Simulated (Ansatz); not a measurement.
Gas-phase reaction in SMILES: F[SiH2][SiH2]F → F[SiH-][SiH2]F + H+
Each molecule is optimised on its own at B3LYP-D3(BJ)/def2-TZVP (Ansatz, an electronic-structure program), one conformer each, not searched for the lowest.

Quantity: gas-phase deprotonation energy (electronic energy difference), in kcal/mol. Correlated levels leave the core frozen unless marked. Spin-orbit coupling is left out. No relativistic terms. Anions need diffuse functions: aug- sets have them; def2-D sets add few; the other sets have none. CBS marks a two-point X^-3 extrapolation of the correlation energy; Hartree-Fock from the larger set.

CCSD(T)/CBS(aug-cc-pV(T+d)Z,aug-cc-pV(Q+d)Z) (Ansatz) gives 365.1 kcal/mol.

Another calculation gave 357.3 kcal/mol. Which level was it?
(A) PBE/def2-TZVPD (Ansatz)
(B) revPBE/def2-TZVPD (Ansatz)
(C) SVWN5/def2-TZVPD (Ansatz)
(D) B2GP-PLYP/def2-TZVPD (Ansatz)

A, PBE/def2-TZVPD (Ansatz). The others give 359.9 (revPBE), 364.9 (B2GP-PLYP), 349.7 (SVWN5) kcal/mol.
